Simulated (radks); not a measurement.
The beryllium ion Be+, configuration [He] 2s1.

Calculated with a radial shooting solver on a logarithmic mesh with Libxc functionals: Dirac Kohn-Sham, RPBE, spin-unpolarised, spherical densities, finite nucleus; Fermi nuclear charge, rms radius 2.519 fm.

Energy parts (eV):
part                    energy
total                 -389.810
kinetic                388.469
electron-nucleus      -867.419
Hartree                158.348
exchange-correlation   -69.208

Orbitals (lengths in bohr, moments of r in powers of bohr; <r^-3> diverges for s and p1/2):
| orbital | occ. | eigenvalue (eV) | <r^4> | <r^-3> | <r^2> |
|---|---|---|---|---|---|
| 1s1/2 | 2 | -117.9973 | 0.1543 | - | 0.2392 |
| 2s1/2 | 1 | -13.7246 | 67.72 | - | 6.202 |

The highest occupied level is 2s1/2 at -13.725 eV. The density falls to 0.001 e/bohr^3 at r = 3.46 bohr.
